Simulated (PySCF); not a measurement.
A species of formula C5H4F3NS has this rotational fingerprint, computed with PySCF, PBE0-D3(BJ)/def2-SVP geometry optimisation, gas phase:

| Item | Value |
| --- | --- |
| Rotational constants | A = 2699, B = 729.5, C = 637.8 MHz |
| Dipole components | \|μa\| = 4.59 D, \|μb\| = 0.50 D, \|μc\| = 0.94 D |
| Inertial defect | -87.64 u·Å² |
| κ | -0.91 |

**Question.** Which structure is it? (One computed conformer of each.)
A. `c1c(nsc1C(F)(F)F)C`
B. `c1(ccc(s1)N)C(F)(F)F`

**Answer.** B. It is Nc1ccc(C(F)(F)F)s1, a near-prolate asymmetric top. The candidates at the same level (rigid rotor, commonest isotopes):

```json
{"SMILES": "Cc1cc(C(F)(F)F)sn1", "A (MHz)": "2289", "B (MHz)": "775.5", "C (MHz)": "646.5", "μa (D)": "1.20", "μb (D)": "1.76", "μc (D)": "0.02", "Δ (u·Å²)": "-90.77", "point group": "near Cs", "rotor": "asymmetric top"}
{"SMILES": "Nc1ccc(C(F)(F)F)s1", "A (MHz)": "2699", "B (MHz)": "729.5", "C (MHz)": "637.8", "μa (D)": "4.59", "μb (D)": "0.50", "μc (D)": "0.94", "Δ (u·Å²)": "-87.64", "point group": "–", "rotor": "near-prolate asymmetric top"}
```

`Cc1cc(C(F)(F)F)sn1` has A 15 % too low. No structure here is proved a minimum.

Shape of the structure used: `[NH2:1][c:2]1[cH:3][cH:4][c:5]([C:6]([F:7])([F:8])[F:9])[s:10]1`: C4–C5–C6–F7 118°, H–N1–C2–C3 20°, H–N1–C2–C3 156°.
